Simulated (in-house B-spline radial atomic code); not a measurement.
Yb²⁺. Computed with a B-spline radial atomic code. Model: non-relativistic spherical atom: semilocal Troullier-Martins pseudo-atom, one channel per l, against all electrons, high spin, G0W0 and RPA with empty states to l = 8, local potential for every l without a channel, a model core (radius 0 = none) keeps its share of the functional.

Without relativity these are model numbers for so heavy an element.

What the tables leave out is listed at the end.

The pseudopotential gives back the lowest level of each angular momentum of its own functional in the configuration it was made in; a second state of the same l is only approximately right. Exact exchange, RPA and GW see the smooth pseudo-orbitals and miss the exchange with the core, for which the functional's share stands in. The column with an uncorrelated core keeps all orbitals and exact exchange, and so separates missing core correlation from pseudisation. Only the three outermost levels and the lowest empty one were computed. RPA here is direct RPA, with no exchange kernel, and its energies carry an (l + 1/2)⁻⁴ tail. A hybrid on a potential with a model core restores only its own semilocal share of the core's exchange.

Command:
```bash
python run_psgw.py task.json out
```
Settings (lengths in bohr, energies in hartree):
```
Z                      70
electrons              68
configuration          [Xe] 4f14
generated_in           [Xe] 4f14 6s2
functional             lda,vwn
core_shells            10
radius_factor          1
core_correction        True
```

Run time, properties included: 21 s on 1 thread of AMD EPYC 7R43 64-Core Processor (Zen 3), with other jobs on the host.

Given: made with LDA VWN5; model core radius 0.706 bohr; local radius 1.594 bohr; mean-field start LDA VWN5.

Valence shells of the generating configuration: 5p, 4f, 6s.

Channel: s 3.4, p 1.275, d 2.002, f 1.613 (radii in bohr).

Computed: largest level miss in the spin-unpolarised generating configuration 0 eV; valence RPA correlation energy all-electron orbitals -1.6454 hartree; all-electron RPA polarisability, core included 5.8716 bohr³; pseudo-atom RPA polarisability 5.9556 bohr³.

```json
{"level": "4f", "occupied": "1", "mean-field all-electron (eV)": "-21.875", "mean-field pseudo minus all (eV)": "0.243", "G0W0 all-electron (eV)": "-30.251", "G0W0 uncorrelated core minus all (eV)": "-0.165", "G0W0 pseudo minus all (eV)": "6.779", "exchange self-energy all-electron (eV)": "-75.273", "exchange self-energy pseudo (eV)": "-39.901"}
{"level": "5d (empty)", "occupied": "0", "mean-field all-electron (eV)": "-13.974", "mean-field pseudo minus all (eV)": "0.033", "G0W0 all-electron (eV)": "-9.6897", "G0W0 uncorrelated core minus all (eV)": "0.118", "G0W0 pseudo minus all (eV)": "0.331", "exchange self-energy all-electron (eV)": "-7.7823", "exchange self-energy pseudo (eV)": "-6.2211"}
```

Task: What is the valence RPA correlation energy pseudo?

Result: -2.3912 hartree.

Given: mean-field start PBE0.

Computed: valence RPA correlation energy all-electron orbitals -1.5589 hartree; all-electron RPA polarisability, core included 5.2318 bohr³; pseudo-atom RPA polarisability 5.8153 bohr³.

```
     level  occupied  mean-field all-electron (eV)  mean-field pseudo minus all (eV)  G0W0 all-electron (eV)  G0W0 uncorrelated core minus all (eV)  G0W0 pseudo minus all (eV)  exchange self-energy all-electron (eV)  exchange self-energy pseudo (eV)
        4f         1                       -24.674                             2.559                 -30.249                                 -0.227                       7.531                                 -75.705                           -39.501
6s (empty)         0                       -12.986                            -0.392                 -11.218                                  0.004                        -0.5                                 -2.0863                           -2.0485
```

Task: What is the valence RPA correlation energy pseudo?

Result: -2.3376 hartree.

Among the listed levels the largest G0W0 shift of the pseudo-atom is +7.53 eV, for 4f on the PBE0 start, while leaving the core uncorrelated moves that level by -0.23 eV. So pseudisation and the lost core exchange, not the missing core correlation, make the error. Not in the tables (levels of low weight, unsolved or above zero; the highest and the empty levels are kept at any weight): on LDA the G0W0 levels 5p (pseudo minus all +0.24 eV, weights 0.75 and 0.87); on PBE0 the G0W0 levels 5p (pseudo minus all -0.20 eV, weights 0.74 and 0.83); no Hartree-Fock pseudo-atom is run with a model core.
